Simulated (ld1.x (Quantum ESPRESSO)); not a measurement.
What one change does to a pseudopotential (arsenic, TM)

ld1.x (Quantum ESPRESSO) 7.5 input, shortened:

```
&input
   title='As', zed=33., rel=1, dft='PBE', iswitch=3,
   config='[Ar] 3d10 4s2 4p3'
 /
 &inputp
   pseudotype=2, tm=.true., lloc=1,
   nlcc=.true.
 /
2
4S  1  0   2.00   0.00  1.70  1.70  0.0
4P  2  1   3.00   0.00  1.35  1.35  0.0
 &test
   configts(1)='4s2 4p3'
 /
```

Change: wave 4p (bound): rc 1.35 bohr becomes 4p (bound): rc 1.96 bohr.

Cutoffs: the cutoffs (Ry, on a coarse ladder) from which the occupation-weighted sum of valence levels, in a spherical-Bessel basis at the reference potential, stays within 10 and 1 mRy of its value at 400 Ry; they do not see the model core or the augmentation charge, which bear on the density cutoff. Errors are all-electron minus pseudo energies relative to the spin-unpolarised reference configuration.

Task: How do hardness, ghosts and transferability respond?

Result: The potential gets softer (55 Ry and 100 Ry → 35 Ry and 50 Ry); the bound ghost in s disappears; of the 7 tests that both files solve, the error grows in 6 and shrinks in 0 by more than 15 % and 0.3 meV (median size 5.2 → 9.0 meV). A larger radius leaves more room for a smooth pseudo-wave, so fewer plane waves are needed. More of the atom is replaced by a form fitted at one configuration, so other configurations suffer.

| quantity | base | changed |
| --- | --- | --- |
| cutoff, loose | 55 Ry | 35 Ry |
| cutoff, tight | 100 Ry | 50 Ry |
| loose cutoff by channel (10 mRy a level) | s 18 Ry, p 45 Ry | s 18 Ry, p 6 Ry |
| bound ghosts | s | none |
| error for 4s2 4p2, meV [ΔE 9.15 eV] | -1.9 | -3.9 |
| error for 4s2 4p1, meV [ΔE 27.07 eV] | -20 | -29 |
| error for 4s2 4p0, meV [ΔE 54.77 eV] | -105 | -122 |
| error for 4s2 4p3.3, meV [ΔE -1.23 eV] | +0.2 | +0.1 |
| error for 4s2 4p2.5, meV [ΔE 3.56 eV] | -0.4 | -0.9 |
| error for 4s1 4p4, meV [ΔE 9.42 eV] | -5.2 | -9.0 |
| error for 4s0 4p5, meV [ΔE 19.06 eV] | -16 | -32 |

 A true bound ghost makes a file unfit for plane-wave use even where its test errors are small: the radial tests pick states by their node count and pass the ghost by.
